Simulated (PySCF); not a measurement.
Compound: C2H6Ge.
Atom-mapped SMILES: `[CH2:1]=[CH:2][GeH3:3]` (hydrogens: H4, H5 on C1; H6 on C2; H7, H8, H9 on Ge3)

Geometry (PBE0-D3(BJ)/def2-SVP, Å), atoms numbered from 1 in this order:
```
atom  x, y, z in Å
C1     1.5390   -0.1757   -0.3034
C2     0.5504    0.0348    0.5699
Ge3   -1.3203    0.1139    0.0648
H4     1.3490   -0.3177   -1.3734
H5     2.5887   -0.2169    0.0094
H6     0.8017    0.1690    1.6296
H7    -2.1269   -0.9678    0.8100
H8    -1.4330   -0.1147   -1.4537
H9    -1.9215    1.4872    0.4237
```

Method: core-valence-separated Tamm–Dancoff BHandHLYP/aug-pcX-1 (pcseg-1 on H, def2-SVPD on Ge) in PySCF, non-relativistic, gas phase, PBE0-D3(BJ)/def2-SVP geometry. Absolute energies from this functional tend to lie a few eV below measured edges; no shift was applied.

The lowest roots of each edge with f over 0.003 (five at most, numbered afresh; weaker and dark ones are left out), with transition dipoles (au) in the frame of the coordinates:

| root | edge | E (eV) | μx | μy | μz |
| --- | --- | --- | --- | --- | --- |
| 1 | C | 282.37 | 0.0070 | 0.0836 | -0.0128 |
| 2 | C | 282.40 | 0.0082 | 0.0995 | -0.0152 |
| 3 | C | 285.81 | -0.0276 | 0.0071 | 0.0316 |
| 4 | C | 285.97 | -0.0289 | 0.0048 | 0.0160 |
| 5 | C | 286.07 | -0.0580 | -0.0010 | -0.0377 |

Problem. What are the oscillator strengths?

Solution. f = (2/3) ΔE |μ|², with ΔE in hartree (27.2114 eV):

| root | ΔE (Eh) | \|μ\|² (au) | f | core hole on |
| --- | --- | --- | --- | --- |
| 1 | 10.3768 | 0.007203 | 0.050 | C1 |
| 2 | 10.3780 | 0.010202 | 0.071 | C2 |
| 3 | 10.5032 | 0.001814 | 0.013 | C2 |
| 4 | 10.5091 | 0.001116 | 0.008 | C1 |
| 5 | 10.5128 | 0.004779 | 0.034 | C2 |

Problem. Molecules are fixed in this frame and the field points along y. What effective strengths 3 f cos²θ do the roots have (θ between field and μ)?

Solution. root 1 (C1): 0.145, root 2 (C2): 0.206, root 3 (C2): 0.001, root 4 (C1): 0.000, root 5 (C2): 0.000. Root 2 is the strongest. Averaged over all orientations cos²θ is 1/3, which gives f back.

 The BHandHLYP/aug-pcX-1 (pcseg-1 on H, def2-SVPD on Ge) calculation is non-relativistic and has no spin–orbit coupling, an omission that weighs most on germanium.
